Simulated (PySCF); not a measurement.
[Y2F]+, singlet: molecular constants

All numbers come from PBE0/[F def2-TZVP, Y def2-TZVP with ECP28], scalar-relativistic core potentials, density fitting, no spin–orbit coupling, PySCF.

The structure is a minimum.

```xyz
3
charge 1 multiplicity 1, angstrom
F     0.0000    0.0000   -0.0244
Y     2.1135    0.0000   -0.0234
Y    -2.1135    0.0000   -0.0234
```

| Quantity | Value |
| --- | --- |
| Point group | C2v |
| Bond lengths | F–Y 2.114 Å (×2) |
| Bond angles | Y–F–Y 179.9° |
| Heat capacity Cp at 298.15 K | 62.6 J/(mol K) |
| Principal polarisabilities | 187.4, 187.4, 198.3 bohr³ |
| Highest occupied level | -8.70 eV |
| Dipole moment about the centre of mass | 0.00 D |
| Lowest empty level | -6.44 eV |
| Principal quadrupole moments (Buckingham, traceless) about the centre of mass | -20.44, -20.44, 40.88 D Å |
| Zero-point energy | 5.0 kJ/mol |
| Rotational symmetry number | 2 |
| Enthalpy at 298.15 K above 0 K | 16.26 kJ/mol |
| Rotational constants | 0.02122, 0.02122 cm⁻¹ |
| Entropy at 298.15 K and 1 bar | 335.9 J/(mol K) |

Harmonic modes (masses in u: F 18.998, Y 88.906):
```csv
symmetry,ω (cm⁻¹),IR (km/mol)
a1,58,1.3
b1,58,1.3
a1,197,0.0
b2,518,238
```

In C2v the vibrations span 2a1 + b1 + b2. Here b1 is antisymmetric to the molecular plane and b2 lies in it.

Charges (e):
```tsv
atom	Mulliken	Löwdin	polar tensor	Mayer order to F1
F1	-0.51	-0.16	-0.69	–
Y2,3	0.75	0.58	0.84	0.44
```

Mulliken populations on F1: s 3.93, p 5.57, d 0.00, f 0.00.

Outer orbital energies (eV). occupied: -18.97, -17.96, -17.96, -9.07, -8.70; empty: -6.44, -6.44, -6.32, -6.32.

Only a few start shapes were tried, so a lower isomer may exist. At the minimum of this search the closed-shell solution is unstable towards spin polarisation, so a lower open-shell solution exists.

The final relaxation and frequency run took roughly 100 core-seconds on a shared host.
